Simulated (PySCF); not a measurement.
ClPb, charge +1, multiplicity 1. Atoms are numbered in the order given.

```xyz
2

Pb     0.0000     0.0000    -0.4075
Cl     0.0000     0.0000     1.9654
```
Charge +1, spin multiplicity 1.

Geometry optimised at B3LYP-D3(BJ)/def2-TZVP. The spin state was assumed, not searched. The def2 effective core potentials stand for the cores of Pb; spin–orbit coupling is left out.

Method: C-PCM-M06-2X/def2-TZVPD in PySCF.

The values are the electrostatic part of the solvation free energy, E(continuum) − E(gas) at the gas-phase geometry, in a cavity of scaled van der Waals radii (PySCF's table); cavitation and dispersion terms are not included. A continuum can't describe solvent molecules that bind to the metal. In vacuum the orbital gap is 7.73 eV.

```
solvent       ε  ΔG(elec) (kcal/mol)  gap (eV)
--------  -----  -------------------  --------
water     78.36                -75.8      8.55
methanol  32.61                -74.4      8.54
ethanol   24.85                -73.6      8.53
```
